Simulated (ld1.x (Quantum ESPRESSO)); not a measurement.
# tellurium RRKJ: all-electron and pseudo phase curves

```
Element                 : tellurium
Generator               : ld1.x (Quantum ESPRESSO) 7.5
Type                    : norm-conserving RRKJ (Kleinman–Bylander form)
Functional              : LDA (PZ)
Relativity              : scalar-relativistic
Frozen core             : [Kr]
Valence charge          : 16
Reference configuration : 4d10 5s2 5p4
Partial waves           : 5p (bound): rc 1.80 bohr; 4d (bound): rc 1.05 bohr; 5s (bound): rc 1.55 bohr
Local potential         : the s channel
Core correction         : Bessel-smoothed model core, default radius (core density twice the valence density)
rho0                    : 0.02
```

The phase is arctan(r·u′/u) with u = r·R(r), unwrapped; energies in Ry, scanned from -5 to 5 Ry. A pole is an energy at which the radial function vanishes at the test radius. The pseudo phase is shifted by a multiple of π to meet the all-electron one at the reference energy, and phase errors are pseudo minus all-electron; the curves can meet again beyond the range given. Levels narrower than the energy grid can be missing from the lists of poles.

```tsv
channel	radius (bohr)	reference energy (Ry)	poles, all-electron	poles, pseudo	unbroken range about the reference energy with phases within 0.05 rad	phase error 1 Ry above the reference energy (rad)
s	1.95	-1.13	2.94	2.35	below 2.9	-0.008
p	1.95	-0.45	4.97	4.51	the whole range	-0.011
d	1.95	-3.06	-2.78	-2.77	below 0.0	+0.010
```

Phases in the p channel:

| E (Ry) | all-electron | pseudo |
| --- | --- | --- |
| -5.00 | 1.312 | 1.302 |
| -4.74 | 1.302 | 1.292 |
| -4.48 | 1.291 | 1.282 |
| -4.22 | 1.279 | 1.270 |
| -3.96 | 1.265 | 1.257 |
| -3.70 | 1.251 | 1.243 |
| -3.44 | 1.234 | 1.226 |
| -3.18 | 1.215 | 1.208 |
| -2.92 | 1.192 | 1.186 |
| -2.66 | 1.167 | 1.161 |
| -2.40 | 1.136 | 1.130 |
| -2.14 | 1.099 | 1.094 |
| -1.88 | 1.054 | 1.050 |
| -1.62 | 0.998 | 0.994 |
| -1.36 | 0.926 | 0.923 |
| -1.10 | 0.832 | 0.829 |
| -0.84 | 0.704 | 0.703 |
| -0.58 | 0.531 | 0.531 |
| -0.32 | 0.298 | 0.298 |
| -0.06 | 0.006 | 0.004 |
| 0.20 | -0.308 | -0.315 |
| 0.46 | -0.591 | -0.601 |
| 0.72 | -0.813 | -0.826 |
| 0.98 | -0.977 | -0.991 |
| 1.24 | -1.097 | -1.113 |
| 1.50 | -1.188 | -1.204 |
| 1.76 | -1.257 | -1.273 |
| 2.02 | -1.312 | -1.328 |
| 2.28 | -1.356 | -1.372 |
| 2.54 | -1.392 | -1.409 |
| 2.80 | -1.423 | -1.440 |
| 3.06 | -1.449 | -1.467 |
| 3.32 | -1.472 | -1.490 |
| 3.58 | -1.492 | -1.511 |
| 3.84 | -1.509 | -1.529 |
| 4.10 | -1.526 | -1.546 |
| 4.36 | -1.540 | -1.562 |
| 4.62 | -1.554 | -1.577 |
| 4.88 | -1.567 | -1.591 |
